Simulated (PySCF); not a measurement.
Compound: C₅H₇B₂F₂N.
Cartesian coordinates in Å at the PBE0-D3(BJ)/def2-SVP level; atoms count from 1:
```xyz
17
C5H7B2F2N angstrom
F      3.9752   -0.4151    0.6091
B      2.6607   -0.5237    0.4418
F      2.1259   -1.5582    1.1112
B      1.7526    0.4898   -0.5745
N      0.2087    0.2681   -0.2820
C     -0.5343    1.2424    0.2634
C     -1.8742    1.0601    0.5736
C     -2.4696   -0.1693    0.3072
C     -1.6909   -1.1759   -0.2601
C     -0.3574   -0.9222   -0.5371
H      1.9534    0.1416   -1.7352
H      1.9937    1.6782   -0.4281
H     -0.0098    2.1818    0.4421
H     -2.4374    1.8825    1.0170
H     -3.5232   -0.3415    0.5373
H     -2.1071   -2.1582   -0.4879
H      0.3026   -1.6733   -0.9723
```

Level: PBE0/pcSseg-1 and wB97X-D/def2-SVPD in PySCF, non-relativistic, on one gas-phase PBE0-D3(BJ)/def2-SVP geometry that isn't relaxed in the solvent. The solvent is an IEF-PCM continuum (Bondi radii, 1.10 Å for H, scaled by 1.2). The model holds no explicit solvent molecules, cavitation or dispersion.

Gas phase at PBE0/pcSseg-1: HOMO -7.17 eV, LUMO -2.18 eV, dipole 7.40 D.

Question: What does the continuum do to the energy, the frontier levels and the dipole at PBE0/pcSseg-1 in methanol and dimethylsulfoxide?

Answer: 
| solvent | ε | E(solvent) − E(gas) (kJ/mol) | polarisation term (kJ/mol) | distortion of the solute (kJ/mol) | HOMO (eV) | LUMO (eV) | dipole (D) |
| --- | --- | --- | --- | --- | --- | --- | --- |
| methanol | 32.61 | -40.09 | -47.08 | 6.99 | -7.43 | -1.72 | 9.18 |
| dimethylsulfoxide | 46.83 | -40.67 | -47.85 | 7.18 | -7.43 | -1.71 | 9.21 |

Polarisation term: ½ Σ q·V over the induced surface charges. Distortion: the rise of the solute's own energy as its density leaves the gas-phase optimum. From methanol to dimethylsulfoxide the lowering changes by a factor 1.01, Onsager's factor (ε − 1)/(2ε + 1) by 1.01 and ε itself by 1.4.

Question: Which radius a makes the point-dipole formula ΔE = −[(ε − 1)/(2ε + 1)]·μ²/a³ give the value in dimethylsulfoxide, with the gas-phase dipole?

Answer: μ = 2.910 au and |ΔE| = 0.01549 Eh give a = 3.40 Å; the farthest nucleus lies 4.04 Å from the centroid of the nuclei, so such a sphere wouldn't even hold the nuclei. The formula assumes a rigid point dipole at the centre of a sphere.

Question: Give the dipole vector in the frame of the coordinates (D, pointing from negative to positive charge), gas and dimethylsulfoxide.

Answer: Gas (-7.39, 0.06, 0.28), solvent (-9.19, -0.07, 0.61). Its length changes by +24 % and its direction by 2°.

Question: Which Hirshfeld charges (PBE0/pcSseg-1) respond most in dimethylsulfoxide (means over atoms taken as equivalent)?

Answer: 
| atoms | environment | gas (e) | solvent (e) | change |
| --- | --- | --- | --- | --- |
| H15 | aromatic hydrogen | +0.069 | +0.083 | +0.014 |
| H11/H12 | B–H hydrogen | -0.087 | -0.100 | -0.013 |
| C8 | aromatic CH carbon | -0.012 | 0.000 | +0.012 |
| H14/H16 | aromatic hydrogen | +0.069 | +0.081 | +0.012 |
| N5 | nitrogen bonded to B and 2 C | +0.018 | +0.007 | -0.011 |
| F1/F3 | boron-bound fluorine | -0.164 | -0.173 | -0.009 |

Question: Which Mayer bond orders change most in dimethylsulfoxide?

Answer: 
```tsv
bond	length (Å)	gas	solvent	change
B4–N5	1.587	0.601	0.630	+0.029
F1–B2	1.330	1.098	1.074	-0.024
B2–B4	1.698	0.993	1.011	+0.018
N5–C6	1.341	1.300	1.285	-0.015
C10–N5	1.343	1.286	1.272	-0.014
C6–C7	1.387	1.415	1.425	+0.010
C9–C10	1.385	1.429	1.438	+0.009
C7–C8	1.392	1.412	1.408	-0.004
```

Gas phase at wB97X-D/def2-SVPD: HOMO -9.02 eV, LUMO -0.49 eV, dipole 7.59 D.

Question: What does the continuum do to the energy, the frontier levels and the dipole at wB97X-D/def2-SVPD in dimethylsulfoxide?

Answer: 
```tsv
solvent	ε	E(solvent) − E(gas) (kJ/mol)	polarisation term (kJ/mol)	distortion of the solute (kJ/mol)	HOMO (eV)	LUMO (eV)	dipole (D)
dimethylsulfoxide	46.83	-41.16	-48.97	7.81	-9.28	0.00	9.49
```

Question: How does the static polarisability (wB97X-D/def2-SVPD, frozen core, with the continuum's full static response) change?

Answer: 
| medium | isotropic (au) | principal values (au) | ⟨r²⟩ of the electrons (bohr²) |
| --- | --- | --- | --- |
| gas | 95.2 | 67.4, 95.8, 122.2 | 1647.2 |
| dimethylsulfoxide | 128.3 | 91.9, 137.7, 155.4 | 1646.1 |

The isotropic value in dimethylsulfoxide is 1.35 times the gas-phase one; no cavity-field correction is applied. ⟨r²⟩ is taken about the centre of nuclear charge.

wB97X-D is run here without its empirical dispersion term; that term would change no orbital, density or response property at a fixed geometry.
